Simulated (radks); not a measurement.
The numbers below are computed, except where a source is named.
Problem. Excited configurations of N III: one electron is placed in a higher orbital outside [He] 2s2. The ground configuration is [He] 2s2 2p1. Code: a radial shooting solver on a logarithmic mesh with Libxc functionals. Model: scalar-relativistic Kohn-Sham, PBE, spin-unpolarised, spherical densities, point nucleus. Excitation = E - E(ground); binding = E(ion) - E, where the ion is the core of charge +3; n* = 3/sqrt(2 binding) in atomic units, and the quantum defect is n - n*.

outer orbital  excitation (eV)  binding (eV)     n*  quantum defect  eigenvalue (eV)  <r> (bohr)
3d                      32.615        14.467  2.909           0.091          -11.278       3.199
4d                      38.632         8.450  3.807           0.193           -7.019       6.386
4f                      39.384         7.698  3.988           0.012           -6.197       5.942
5s                      40.727         6.355  4.390           0.610           -5.498       9.848
6f                      43.480         3.601  5.831           0.169           -3.072       15.43
7s                      43.993         3.089  6.296           0.704           -2.709       20.40
7d                      44.302         2.780  6.637           0.363           -2.423       21.72
7f                      44.407         2.675  6.766           0.234           -2.312       21.59

Estimate the row for 6p.

Solution. excitation (eV) 43.056; binding (eV) 4.026; n* 5.515; quantum defect 0.485; eigenvalue (eV) -3.500; <r> (bohr) 15.30. The Delta-SCF ionisation energy is 47.082 eV (NIST Atomic Spectra Database: 47.445 eV, semi-empirical). Self-interaction in the functional shifts the binding energies and quantum defects, so they are the method's values and not measured ones. Spin polarisation and multiplet splitting are left out, so open shells lie too high by an amount that depends on their filling.

Beside tabulated values, note that spin-unpolarised runs miss the spin-polarisation part of the exchange energy of open shells.
